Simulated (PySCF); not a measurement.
C$_{6}$H$_{14}$AlO$_{2}$ (SMILES CC(C)[O][Al+][O]C(C)C), charge +1, singlet, at a GFN2-xTB geometry (such geometries of metal compounds can be far from the true shape). Base run: PBE/STO-3G (PySCF).

The PySCF input:
```python
from pyscf import gto, scf, dft

mol = gto.M(
    atom='''
Al    0.03802269    0.55687687    0.13647508
O    -0.11812990    0.29306210    1.73920893
C    -1.02107405   -0.48788119    2.52669907
C    -0.86168865   -1.95091007    2.16960199
C    -2.43139046    0.01880675    2.30475659
H    -0.69928047   -0.30412560    3.55921822
H    -1.08283585   -2.07012341    1.10157217
H    -1.54682782   -2.57229217    2.73983995
H     0.15630544   -2.28416372    2.35669519
H    -2.51932207    1.05857236    2.61241351
H    -2.65250310   -0.04771045    1.23016660
H    -3.15828903   -0.57730232    2.85006801
O     0.20934911    1.04292611   -1.41179525
C     1.02897787    0.60363973   -2.49832986
C     0.67212191   -0.82546728   -2.85001511
C     2.48495359    0.76567404   -2.11250210
H     0.76602410    1.28164678   -3.31965488
H     0.84247241   -1.45021770   -1.96431019
H     1.28948902   -1.19666849   -3.66350773
H    -0.37381853   -0.90151325   -3.13741630
H     2.71514149    1.80938106   -1.90955763
H     2.66182224    0.18419763   -1.19671738
H     3.14617235    0.39984245   -2.89355851
''',
    basis='sto-3g',
    charge=1,
    verbose=4,
)

mf = dft.RKS(mol)
mf.xc = 'pbe'
mf.kernel()
mf.analyze()
```

Variants of this job, named by their change:

```
change                                     ΔE vs base (µEh)  grid points  electrons on the grid
-----------------------------------------  ----------------  -----------  ---------------------
base                                                    0.0       269368               77.99998
grids.level = 4                                         7.1       476776               77.99999
grids.atom_grid = (75, 302)                             6.6       334256               78.00000
grids.level = 1                                       -54.4        82400               77.99989
grids.becke_scheme = stratmann                          6.3       269368               77.99997
grids.atom_grid = (50, 194)                           -62.1       151712               77.99990
grids.prune = dft.gen_grid.treutler_prune              -0.6       232968               77.99998
grids.level = 2                                         6.7       176768               77.99999
grids.level = 7                                         5.4      1480792               78.00000
grids.radi_method = gauss_chebyshev                    -1.0       262696               77.99998
grids.prune = dft.gen_grid.sg1_prune                  -60.2       117512               77.99992
```
